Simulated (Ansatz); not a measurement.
`F[SiH](F)O[SiH3]` + ethylene → `C=C[SiH](F)O[SiH3]` + H–F at 600 K and 1 bar (formal exchange of groups at the Si–F bond).

Isolated molecules relaxed with PBE0-D4/def2-TZVP in Ansatz; ΔE leaves out vibrations. CBS: MP2 limit from def2 TZ/QZ plus the TZ coupled-cluster correction, frozen cores. This one scheme is used for every species. One conformer a species, not always the lowest.

```json
{"species": "`F[SiH](F)O[SiH3]`", "CCSD(T)/CBS energy (Eh)": "-855.55648", "H − E (kJ/mol)": "179.9", "S (J/(mol·K))": "465.0"}
{"species": "`C=C`", "CCSD(T)/CBS energy (Eh)": "-78.48111", "H − E (kJ/mol)": "161.6", "S (J/(mol·K))": "257.2"}
{"species": "`C=C[SiH](F)O[SiH3]`", "CCSD(T)/CBS energy (Eh)": "-833.58428", "H − E (kJ/mol)": "300.6", "S (J/(mol·K))": "524.3"}
{"species": "H–F", "CCSD(T)/CBS energy (Eh)": "-100.39570", "H − E (kJ/mol)": "42.3", "S (J/(mol·K))": "194.0"}
```

H − E and S are ideal-gas, rigid-rotor, harmonic terms from PBE0-D4/def2-TZVP, for one conformer and one mirror image of each species. 1 Eh = 2625.50 kJ/mol, R = 8.31446 J/(mol·K).

By hand: ΔE, ΔH, ΔS and ΔG.

ΔE = (-833.58428) + (-100.39570) − (-855.55648) − (-78.48111) = 0.05761 Eh = 151.3 kJ/mol. Δ(H − E) = 300.6 + 42.3 − 179.9 − 161.6 = 1.4, so ΔH = 152.7 kJ/mol. ΔS = 524.3 + 194.0 − 465.0 − 257.2 = -3.9 J/(mol·K). ΔG = 152.7 − 600 × (-3.9)/1000 = 155.0 kJ/mol.

By hand: the equilibrium constant, and the temperature at which ΔG would vanish if ΔH and ΔS stayed fixed.

log₁₀ K = −ΔG/(RT ln 10) = -13.5. ΔH and −TΔS have one sign here, so there is no such temperature. One of them is within its doubt of zero, so this could turn.

The number of gas molecules stays the same, so ΔS is small and ΔH decides. A doubt of 5 kJ/mol in ΔE shifts log₁₀ K by 0.4 here. Other conformers and mirror images would add mixing entropy, several J/(mol·K) or more a flexible species. Modes under 60 cm⁻¹, often nearly free rotors, make the harmonic entropy too high. These are equilibria of isolated gas molecules and say nothing of rates. Largest T1 diagnostic: 0.012 (customary marks: 0.02 for closed shells, 0.045 for open ones).
